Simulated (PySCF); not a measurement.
C8H9 (doublet state).
Geometry (GFN2-xTB, Å), atoms numbered from 1 in this order:
```
atom  x, y, z in Å
C1    -3.6773    0.2977    1.0963
C2    -2.4433    0.2454    0.7229
C3    -1.1723    0.2075    0.3225
C4    -0.7588    0.9884   -0.8995
C5    -0.2028   -0.5466    1.0127
C6     1.1176   -0.6060    0.6225
C7     2.2795   -0.6579    0.2770
C8     3.6657   -0.7314   -0.1192
H9    -4.4206   -0.4035    0.7393
H10   -4.0418    1.0438    1.7909
H11    0.0152    1.7075   -0.6355
H12   -1.6082    1.5182   -1.3233
H13   -0.3485    0.3136   -1.6495
H14   -0.4977   -1.1075    1.8886
H15    3.8372   -0.1291   -1.0116
H16    3.9421   -1.7652   -0.3338
H17    4.3071   -0.3630    0.6832
```

The hyperfine couplings belong to this conformer and change with its torsions.

The species is `C=C=C(C)[CH]C#CC` [radical].

Computed, not measured: UKS B3LYP, pcH-1 on C H, non-relativistic, mean-field spin-orbit, GIAO in PySCF. The structure is a single GFN2-xTB conformer in the gas phase; no vibrational or solvent corrections. GFN2-xTB frequencies show an imaginary mode (40i cm⁻¹), so this geometry is no minimum at that level. A GFN2-xTB geometry isn't a minimum of the functional, and hyperfine couplings can be far from their values at a DFT geometry. Stability of the SCF solution: not tested. ⟨S²⟩ is 0.779 where a pure state has 0.75.

(1) Give the principal g shifts and their parts.

(2) What are the electron Larmor frequencies g μB B/h along the three axes at 350 mT?

(3) What effective moment and Curie constant follow for a powder?

(4) In a frozen sample, at which fields do the three g values resonate at 9.5, 34, 94 and 263 GHz (hyperfine left aside), and which band first spreads them over more than twice a line width of 0.5 mT?

## Answers

(1) 
```csv
Δg (ppm),1,2,3
relativistic mass correction,-145,-145,-145
gauge correction,-4,37,37
orbital Zeeman/spin–orbit,-5,340,639
total,-153,232,532
```

So g = 2.00217, 2.00255, 2.00285 and g_iso = 2.00252; the tensor is rhombic: the two nearest values differ by 44 % of g3 − g1. Axes: g2 points within 9° of the C7–C8 bond.

(2) 9.8080, 9.8099, 9.8113 GHz for g1, g2 and g3, a range of 3.4 MHz.

(3) With the mean of g² = 4.0101 and S(S+1) = 0.75: μ_eff = √(⟨g²⟩S(S+1)) = 1.734 μB and χT = 0.12505·⟨g²⟩·S(S+1) = 0.376 cm³ K/mol (cgs; spin-Hamiltonian part alone).

(4) 
```json
{"band": "X", "GHz": "9.5", "B(g3) mT": "338.89", "B(g2) mT": "338.94", "B(g1) mT": "339.01", "spread mT": "0.12"}
{"band": "Q", "GHz": "34.0", "B(g3) mT": "1212.88", "B(g2) mT": "1213.06", "B(g1) mT": "1213.30", "spread mT": "0.42"}
{"band": "W", "GHz": "94.0", "B(g3) mT": "3353.26", "B(g2) mT": "3353.76", "B(g1) mT": "3354.41", "spread mT": "1.15"}
{"band": "J", "GHz": "263.0", "B(g3) mT": "9382.00", "B(g2) mT": "9383.41", "B(g1) mT": "9385.21", "spread mT": "3.21"}
```

The spread grows in proportion to the frequency. W band is the first where it exceeds 1.0 mT.

The Mulliken spin populations are largest on C5 (+0.59), C2 (+0.44), C7 (+0.39) and C3 (-0.20). Three atoms exceed +0.15. The angles at C5 add up to 360.0°, so it is planar.

The HOMO–LUMO gaps are 5.14 eV among the α and 4.58 eV among the β orbitals.
